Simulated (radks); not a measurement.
The table gives one normalised radial function P(r) = r R(r) (large component) of Nb in [Kr] 4d4 5s1 (r in bohr). All-electron calculation, Dirac Kohn-Sham, PBE, spin-unpolarised, spherical densities, point nucleus; open shells are shared between the two j in proportion to 2j + 1. Program: a radial shooting solver on a logarithmic mesh with Libxc functionals.

| r | P |
|---|---|
| 0.001641 | 0.0142 |
| 0.002189 | 0.0183 |
| 0.002943 | 0.0235 |
| 0.003925 | 0.0296 |
| 0.005277 | 0.0370 |
| 0.007095 | 0.0451 |
| 0.009463 | 0.0531 |
| 0.01272 | 0.0600 |
| 0.01697 | 0.0630 |
| 0.02281 | 0.0591 |
| 0.03067 | 0.0438 |
| 0.04091 | 0.0150 |
| 0.055 | -0.0281 |
| 0.07336 | -0.0739 |
| 0.09863 | -0.1038 |
| 0.1326 | -0.0879 |
| 0.1769 | -0.0139 |
| 0.2378 | 0.0957 |
| 0.3171 | 0.1609 |
| 0.4264 | 0.1057 |
| 0.5733 | -0.0691 |
| 0.7646 | -0.2334 |
| 1.028 | -0.2358 |
| 1.371 | -0.0256 |
| 1.843 | 0.2895 |
| 2.478 | 0.5224 |
| 3.306 | 0.5713 |
| 4.444 | 0.4492 |
| 5.928 | 0.2603 |
| 7.969 | 0.1043 |
| 10.71 | 0.0264 |

Which n and l does it have? It may be an empty orbital.

Answer. n = 5, l = 0: the number of nodes gives n - l - 1 = 4, the rise at small r points to l (this Dirac orbital starts as r^gamma with gamma = sqrt((l + 1)^2 - (Z/c)^2) = 0.95; the j = 1/2 orbital of l + 1 starts with the same power, but with a smaller coefficient, and then steepens), and the extent must fit the shell. The curve is that of 5s1/2. 5s1/2: eigenvalue -3.982 eV, 4 radial nodes at r = 0.0458, 0.184, 0.517, 1.41 bohr, <r> = 3.73 bohr, 90 % of the charge inside 5.61 bohr.
